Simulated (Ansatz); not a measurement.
C4H12Ge, SMILES `C[C](C)(C)[GeH3]`. Total charge 0; spin multiplicity 1. The geometry is a stationary point of PBE0-D4/def2-TZVP.

```xyz
17

C    -0.378    0.268   -1.505
C     0.089    0.081   -0.065
C     0.146    1.429    0.644
C     1.464   -0.577   -0.045
Ge   -1.197   -1.089    0.881
H    -1.364    0.738   -1.554
H     0.322    0.914   -2.047
H    -0.431   -0.683   -2.042
H     0.477    1.330    1.681
H    -0.827    1.929    0.647
H     0.855    2.093    0.134
H     1.457   -1.549   -0.546
H     1.828   -0.727    0.975
H     2.193    0.056   -0.565
H    -2.601   -0.450    0.879
H    -1.279   -2.463    0.187
H    -0.753   -1.299    2.342
```

Task: What is the dipole moment at ωB97M-V/def2-TZVPP? (Best estimate.)

Result: The calculation gave: 0.78 D, with components (0.51, 0.46, -0.37) D in this frame, pointing from negative to positive charge.

Task: And with PBE, r2SCAN, B3LYP? (Best estimate.)

Result: Computed: PBE 0.84 D, r2SCAN 0.85 D, B3LYP 0.83 D.

Task: Give the Mulliken charges with ωB97M-V, PBE, r2SCAN in def2-TZVPP. (An estimate is asked.)

Result: The calculation gave: 
| atom | ωB97M-V | PBE | r2SCAN |
| --- | --- | --- | --- |
| C1 | -0.31 | -0.27 | -0.20 |
| C2 | -0.20 | 0.05 | 0.11 |
| C3 | -0.31 | -0.27 | -0.20 |
| C4 | -0.31 | -0.27 | -0.20 |
| Ge5 | 0.08 | 0.09 | 0.09 |
| H6 | 0.12 | 0.09 | 0.06 |
| H7 | 0.11 | 0.07 | 0.04 |
| H8 | 0.12 | 0.09 | 0.06 |
| H9 | 0.12 | 0.09 | 0.06 |
| H10 | 0.12 | 0.09 | 0.06 |
| H11 | 0.11 | 0.07 | 0.04 |
| H12 | 0.12 | 0.09 | 0.06 |
| H13 | 0.12 | 0.09 | 0.06 |
| H14 | 0.11 | 0.07 | 0.04 |
| H15 | 0.01 | -0.02 | -0.02 |
| H16 | 0.01 | -0.02 | -0.02 |
| H17 | 0.01 | -0.02 | -0.02 |

B3LYP here is the variant with VWN-RPA as its local correlation; programs differ in this.
